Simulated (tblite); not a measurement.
C7H13O (charge +1).
Z-matrix (Å and degrees, GFN2-xTB geometry), rows numbered from 1:
```
C 
O   1  1.4195
C   2  1.3883  1  114.54
C   3  1.4564  2  111.75  1  -178.58
C   4  1.4582  3  126.42  2   178.46
C   5  1.5369  4  104.65  3   163.64
C   6  1.5321  5  103.44  4    29.76
C   4  1.4447  3  122.40  2    -2.42
H   1  1.0866  2  105.84  3  -179.46
H   1  1.0932  2  111.19  3    61.73
H   1  1.0932  2  111.22  3   -60.67
H   3  1.1086  2  111.90  1   -55.59
H   3  1.1101  2  111.37  1    60.06
H   5  1.1009  4  106.77  3   -81.02
H   5  1.0909  4  115.03  3    35.99
H   6  1.0863  5  112.49  4   151.63
H   6  1.0903  5  109.45  4   -88.11
H   7  1.0905  6  110.56  5    84.79
H   7  1.0862  6  112.39  5  -154.46
H   8  1.1017  4  106.99  3   -64.03
H   8  1.0964  4  112.01  3    47.08
```

Computed with GFN2-xTB (tblite): harmonic, unscaled wavenumbers at the GFN2-xTB geometry, gas phase. Errors from tens to a few hundred cm⁻¹ against measured bands are possible. One conformer, not necessarily the lowest.

Harmonic wavenumbers (cm⁻¹): 73.0, 90.9, 131.8, 140.7, 194.2, 215.0, 339.9, 366.0, 404.6, 574.5, 578.0, 675.6, 726.2, 824.3, 885.3, 895.2, 902.7, 965.6, 978.7, 1004.6, 1033.9, 1075.8, 1097.1, 1111.1, 1115.3, 1122.2, 1137.1, 1153.6, 1171.8, 1192.8, 1204.2, 1242.8, 1271.8, 1296.5, 1303.6, 1318.9, 1353.1, 1366.4, 1402.1, 1411.7, 1457.2, 1463.3, 1474.3, 1485.7, 2734.9, 2792.6, 2853.5, 2868.3, 2941.6, 2958.5, 2967.2, 2995.1, 3004.5, 3015.6, 3056.2, 3056.7, 3059.8.

A = 5610, B = 1055, C = 924.8 MHz; mass 113.097 u (most abundant isotopes); point group C1, symmetry number 1.

Question: Zero-point energy?

Answer: ½Σν̃ = 39767 cm⁻¹ = 475.72 kJ/mol.

Question: What is S at 273.15 K and 1 bar for an ideal gas of classical rigid rotors and harmonic oscillators?

Answer: Translation 166.00, rotation 118.00, vibration 92.02: S = 376.0 J/(mol K).

Question: And Cp and H(273.15 K) − H(0)?

Answer: Cp = 136.96 J/(mol K), of which vibrations give 103.70 (their classical limit is 57 R = 473.9); H(273.15 K) − H(0) = 22.87 kJ/mol without the zero-point energy, 13.79 from vibrations.

Question: Which modes carry the vibrational entropy at 273.15 K?

Answer: 73.0 cm⁻¹: 16.31; 90.9 cm⁻¹: 14.52; 131.8 cm⁻¹: 11.51; 140.7 cm⁻¹: 10.99; 194.2 cm⁻¹: 8.48; 215.0 cm⁻¹: 7.71 J/(mol K); the other 51 give 22.49 together.

Question: Blend soft modes into free rotors: weight 1/[1 + (100 cm⁻¹/ν̃)⁴] for the oscillator and the rest for a rotor with moment μB/(μ + B), μ = h/(8π²ν), B = 10⁻⁴⁴ kg m². What vibrational entropy results?

Answer: 87.50 J/(mol K) in place of 92.02, which changes −T·S at 273.15 K by +1.23 kJ/mol.

Question: What must be added to the electronic energy to get the Gibbs energy at 273.15 K and 1 bar?

Answer: ZPE + [H(273.15 K) − H(0)] − T·S = 475.72 + 22.87 − 102.71 = 395.88 kJ/mol.

Hindered rotation and anharmonicity are outside this model. Other conformers, if any are populated, would add a mixing term that is left out. The structure is chiral; the term R ln 2 for an equal mix with its mirror image is left out.

On an Arm Neoverse V1 with one thread, shared host, this took 0.74 s. This covers the Hessian and the dipole derivatives.
